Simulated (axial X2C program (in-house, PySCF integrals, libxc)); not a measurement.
Curves of InAu⁺ by EOM-IP-CCSD

Calculated with an axial X2C code built on PySCF integrals: two-component X2C with atomic mean-field Coulomb and Gaunt terms, Gaussian nuclei, basis Au dyall-cv3z, In dyall-cv3z with contracted cores.

Energies in eV from the lowest point of the lowest state; states are followed by energy order within each Ω. Reference: InAu, 14 electrons correlated in 92 virtual spinors with an MP2 remainder; levels at this size can be off by some tenths of an eV. Masses 196.967 and 114.904 u.

```tsv
R (Å)	(1)Ω=1/2	(1)Ω=5/2	(2)Ω=1/2
2.396	0.2687	3.1888	2.9777
2.500	0.0805	2.7316	2.5808
2.604	0.0061	2.4300	2.3365
2.721	0.0000	2.2178	2.1808
2.838	0.0364	2.0965	2.1039
2.995	0.1116	2.0260	2.0713
```

No minimum in range: (1)Ω=5/2, (2)Ω=1/2; the order of states may turn beyond it. T1 of the reference reaches 0.032 (Lee–Taylor). Curves followed by order can swap character. Number of frozen shells: Au 5 s, 4 p, 2 d, 1 f; In 4 s, 3 p, 2 d. Roots with under 60 % one-particle weight at any point are counted in the labels but not shown, and the list ends where the roots sought for some Ω run out; states that need a further excitation are missing and may lie low or lowest. Curves with a minimum but no constants failed the fit check.
